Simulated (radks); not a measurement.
Values are calculated unless marked as measured or tabulated.
Numerical settings for the erbium ion Er+, [Xe] 4f12 6s1. Level of theory: scalar-relativistic Kohn-Sham, r2SCAN, spin-polarised, spherical densities, finite nucleus; open shells are filled with parallel spins first (spin-orbit coupling, left out, can overturn this in heavy ions); meta-GGA in the generalised Kohn-Sham scheme; Fermi nuclear charge, rms radius 5.2516 fm (a radial shooting solver on a logarithmic mesh with Libxc functionals). The defaults (mesh step 0.008 in ln r, mesh end at 40 bohr or more with all orbitals vanishing there, Anderson mixing 0.5 over 9 steps, residual threshold near 1e-9 with the energy settled to 1e-9 hartree or 1e-11 of itself, here a cap of 53 iterations) give E = -13086.184 hartree and 4f at -8.383 eV in 16 iterations. Run on one thread of a shared host, so times are rough (Intel(R) Xeon(R) Platinum 8488C): 0.34 s of CPU time, 0.34 s wall, 16 iterations on 2360 mesh points. Changes against that run (0 stands for a change within the tolerance of the run):

setting                     iterations         converged  E (mhartree)  e(4f) (meV)  CPU (s)
mesh step in ln r 0.2                2                no      diverged            -     0.01
mesh step in ln r 0.05              53                no         -7.72         +573     0.21
mesh step in ln r 0.12               4                no      diverged            -     0.01
mesh end (bohr) 2                   12  level above zero     +1.29e+04     +4.9e+04     0.22
mesh end (bohr) 1                   10  level above zero     +2.63e+05    +3.55e+05     0.19
residual threshold 0.01             13               yes             0        +1.81     0.29
residual threshold 0.1              13               yes             0        +1.81     0.29
mixing 0.01                         53                no       -0.0637        +11.1      1.2
linear mixing, mixing 0.05          53                no         +60.5         -580        1
linear mixing, mixing 0.5           53                no     +1.36e+03    -1.91e+04      1.4
mixing history 3                    16               yes             0      +0.0165     0.33
iteration cap 3                      3                no          +448         +372     0.09

Settled on a wrong energy, with an occupied level pushed above zero by the early mesh end: mesh end (bohr) 2 (+12.9 hartree); mesh end (bohr) 1 (+263 hartree). Apart from these: no run marked as converged misses the energy by more than 1 mhartree. A mesh that ends early acts as a hard wall.
